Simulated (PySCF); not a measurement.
H₈LiO₄ (SMILES [OH2]->[Li+](<-[OH2])(<-[OH2])<-[OH2]), charge +1, singlet, geometry from GFN2-xTB (such geometries of metal compounds can be far from the true shape); PBE0/cc-pVDZ (PySCF).

Input for PySCF:
```python
from pyscf import gto, scf, dft

mol = gto.M(
    atom='''
Li   -0.000000   -0.000000    0.000000
O     1.564741   -0.337639   -0.978859
H     1.817439    0.064813   -1.812666
H     2.295876   -0.912095   -0.741082
O     0.452575    0.320102    1.792566
H     1.152566    0.882117    2.132048
H     0.050019   -0.081047    2.565925
O    -0.874468    1.501844   -0.707354
H    -1.377065    1.561049   -1.522822
H    -0.943360    2.368963   -0.301872
O    -1.142848   -1.484307   -0.106352
H    -2.071378   -1.531070    0.131856
H    -0.924098   -2.352729   -0.451387
''',
    basis='cc-pvdz',
    charge=1,
    spin=0,
    verbose=4,
)

mf = dft.RKS(mol)
mf.xc = 'pbe0'
mf.kernel()
```

The log (banner, timings and long lists left out):

```
PySCF version 2.14.0

[INPUT] verbose = 4
[INPUT] num. atoms = 13
[INPUT] num. electrons = 42
[INPUT] charge = 1
[INPUT] spin (= nelec alpha-beta = 2S) = 0
[INPUT] symmetry False subgroup None
[INPUT] Mole.unit = angstrom
[INPUT] Symbol           X                Y                Z      unit          X                Y                Z       unit  Magmom
[INPUT]  1 Li     0.000000000000   0.000000000000   0.000000000000 AA    0.000000000000   0.000000000000   0.000000000000 Bohr   0.0
[INPUT]  2 O      1.564741000000  -0.337639000000  -0.978859000000 AA    2.956931945878  -0.638045238972  -1.849775424566 Bohr   0.0
[INPUT]  3 H      1.817439000000   0.064813000000  -1.812666000000 AA    3.434461958103   0.122478819311  -3.425442295311 Bohr   0.0
[INPUT]  4 H      2.295876000000  -0.912095000000  -0.741082000000 AA    4.338576855962  -1.723609749585  -1.400442015845 Bohr   0.0
[INPUT]  5 O      0.452575000000   0.320102000000   1.792566000000 AA    0.855242800825   0.604905111926   3.387458800207 Bohr   0.0
[INPUT]  6 H      1.152566000000   0.882117000000   2.132048000000 AA    2.178034080485   1.666959539823   4.028986804427 Bohr   0.0
[INPUT]  7 H      0.050019000000  -0.081047000000   2.565925000000 AA    0.094522211025  -0.153156633218   4.848895506175 Bohr   0.0
[INPUT]  8 O     -0.874468000000   1.501844000000  -0.707354000000 AA   -1.652505024696   2.838073841821  -1.336705333116 Bohr   0.0
[INPUT]  9 H     -1.377065000000   1.561049000000  -1.522822000000 AA   -2.602275705724   2.949955077026  -2.877716516462 Bohr   0.0
[INPUT] 10 H     -0.943360000000   2.368963000000  -0.301872000000 AA   -1.782692036870   4.476691269228  -0.570455404675 Bohr   0.0
[INPUT] 11 O     -1.142848000000  -1.484307000000  -0.106352000000 AA   -2.159669722007  -2.804933714775  -0.200976152800 Bohr   0.0
[INPUT] 12 H     -2.071378000000  -1.531070000000   0.131856000000 AA   -3.914337120449  -2.893302977538   0.249171727881 Bohr   0.0
[INPUT] 13 H     -0.924098000000  -2.352729000000  -0.451387000000 AA   -1.746292132258  -4.446013455322  -0.852997806189 Bohr   0.0

nuclear repulsion = 166.28386724943
number of shells = 49
number of NR pGTOs = 186
number of NR cGTOs = 110
basis = cc-pvdz
ecp = {}

******** <class 'pyscf.dft.rks.RKS'> ********
method = RKS
initial guess = minao
damping factor = 0
level_shift factor = 0
DIIS = <class 'pyscf.scf.diis.CDIIS'>
diis_start_cycle = 1
diis_space = 8
diis_damp = 0
SCF conv_tol = 1e-09
SCF conv_tol_grad = None
SCF max_cycles = 50
direct_scf = True
direct_scf_tol = 1e-13
XC library pyscf.dft.libxc version 7.1.2
    S. Lehtola, C. Steigemann, M. J. T. Oliveira, and M. A. L. Marques,  SoftwareX 7, 1–5 (2018)
XC functionals = pbe0
    C. Adamo and V. Barone,  J. Chem. Phys. 110, 6158 (1999)
    M. Ernzerhof and G. E. Scuseria,  J. Chem. Phys. 110, 5029 (1999)
radial grids:
    Treutler-Ahlrichs [JCP 102, 346 (1995); DOI:10.1063/1.469408] (M4) radial grids

becke partition: Becke, JCP 88, 2547 (1988); DOI:10.1063/1.454033
pruning grids: <function nwchem_prune>
grids dens level: 3
symmetrized grids: False
atomic radii adjust function: <function treutler_atomic_radii_adjust>
small_rho_cutoff = 0
Set gradient conv threshold to 3.16228e-05
Initial guess from minao.
tot grids = 148520
init E= -312.99275602704
  HOMO = -0.467713934252922  LUMO = -0.0733248234351866  gap/eV = 10.73187
cycle= 1 E= -312.574236489282  delta_E= 0.419  |g|=  1.2  |ddm|= 2.67
  HOMO = -0.342778298729328  LUMO = -0.116457198777362  gap/eV = 6.15851
cycle= 2 E= -312.377452959685  delta_E= 0.197  |g|= 1.58  |ddm|=  1.6
  HOMO = -0.507136637061913  LUMO = -0.148655366714185  gap/eV = 9.75477
cycle= 3 E= -312.831945348355  delta_E= -0.454  |g|= 0.0679  |ddm|= 0.965
  HOMO = -0.500905722280032  LUMO = -0.146323752257855  gap/eV = 9.64867
cycle= 4 E= -312.83276550203  delta_E= -0.00082  |g|= 0.00761  |ddm|= 0.0386
  HOMO = -0.49994781944021  LUMO = -0.145675698478406  gap/eV = 9.64024
cycle= 5 E= -312.832776714222  delta_E= -1.12e-05  |g|= 0.000662  |ddm|= 0.00525
  HOMO = -0.500077688252746  LUMO = -0.145704583673929  gap/eV = 9.64298
cycle= 6 E= -312.832776803626  delta_E= -8.94e-08  |g|= 2.65e-05  |ddm|= 0.000526
  HOMO = -0.500073585013055  LUMO = -0.145701580063415  gap/eV = 9.64295
cycle= 7 E= -312.832776803754  delta_E= -1.28e-10  |g|= 2.28e-05  |ddm|= 3.69e-05
  HOMO = -0.500074356184677  LUMO = -0.145701557373634  gap/eV = 9.64298
Extra cycle  E= -312.83277680369  delta_E= 6.38e-11  |g|= 2.99e-05  |ddm|= 2.91e-05
converged SCF energy = -312.83277680369
```
